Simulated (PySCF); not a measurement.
# Working out the excitation energy of O⁺

O⁺ [He] 2s2 2p3 (4S) → O⁺ [He] 2s1 2p4 (4P). Calculation: PySCF 2.14, in aug-cc-pVDZ-DK (4s3p2d, 23 functions); scalar relativity by spin-free X2C-1e. Frozen: 1s2. Energies in hartree (1 hartree = 27.21139 eV):

```json
{"part": "UHF", "O⁺ (lower)": "-74.405878", "O⁺ (upper)": "-73.850540"}
{"part": "CCSD correlation", "O⁺ (lower)": "-0.088218", "O⁺ (upper)": "-0.089321"}
{"part": "(T)", "O⁺ (lower)": "-0.000786", "O⁺ (upper)": "-0.001259"}
```

Question: What does Hartree-Fock give?

Answer: (-73.850540) − (-74.405878) = 0.555338 hartree = 15.112 eV.

Question: What do CCSD and CCSD(T) give?

Answer: The CCSD correlation energies differ by -0.001103 hartree = -0.030 eV and the triples by -0.000473 hartree = -0.013 eV, so CCSD gives 15.082 eV and CCSD(T) 15.069 eV.

Measured between the centres of the two terms (NIST): 14.870 eV, so CCSD(T) (valence) is off by 0.199 eV.

A double-zeta basis recovers only part of the correlation energy.

What remains against the reference includes basis incompleteness, the frozen core and higher excitations.
